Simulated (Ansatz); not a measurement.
Consider the silylene formation by 1,1-elimination: `C[SiH2][CH2][AlH2]` → `C[CH2][AlH2]` + `[SiH2]`.

Isolated molecules relaxed with PBE0-D4/def2-TZVP in Ansatz; ΔE leaves out vibrations. CCSD(T)/CBS is the MP2 limit (def2-TZVPP, def2-QZVPP) plus CCSD(T) − MP2 in def2-TZVPP, frozen cores. This one scheme is used for every species. Functionals use def2-TZVPP. B3LYP here is the variant with VWN-RPA as its local correlation; programs differ in this. One conformer a species, not always the lowest.

```tsv
level	ΔE (kcal/mol)	difference from CCSD(T)/CBS
PBE-D4	74.0	0.4
r2SCAN-D4	79.1	5.5
PBE0-D4	76.3	2.7
B3LYP-D4	71.6	-2.0
ωB97M-V	72.7	-0.9
B2PLYP	71.5	-2.1
PBE	71.7	-1.9
r2SCAN	78.4	4.8
PBE0	74.2	0.6
B3LYP	68.0	-5.6
SCS-MP2/def2-TZVPP	73.1	-0.5
CCSD(T)/def2-TZVPP	71.6	-2.0
MP2/def2-QZVPP	78.4	4.8
SCS-MP2/def2-QZVPP	74.4	0.8
HF/CBS(def2)	67.1	-6.5
MP2/CBS(def2)	79.1	5.5
CCSD(T)/CBS	73.6	0
```

Largest T1 diagnostic among the species: 0.014.

The D4 term adds +3.6 kcal/mol with B3LYP and +2.0 kcal/mol with PBE0; it sums over pairs of atoms, weighted by their polarisabilities, and B3LYP, whose exchange is more repulsive, gets the larger term. From PBE to PBE0 (25 % exact exchange), in def2-TZVPP and without D4, ΔE moves by +2.5 kcal/mol. In def2-TZVPP, CCSD(T) changes the Hartree–Fock value by +4.8 kcal/mol (the triples alone add +1.3 kcal/mol) and MP2 by +10.4 kcal/mol.
